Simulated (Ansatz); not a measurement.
`[AlH2][InH][Cl]`, charge 0, multiplicity 1.

Q: Give a relaxed structure at PBE0-D4/def2-TZVP (the Gaussian-basis code of Ansatz). (Estimate.)

A: Computed: 
Cartesian coordinates in Å:
```
Al 0.234 1.094 0.879
In -0.091 -0.671 -1.082
Cl -0.779 -2.667 0.012
H 1.637 1.214 1.611
H -0.993 1.979 1.358
H -0.009 -0.948 -2.778
```
Point group Cs.
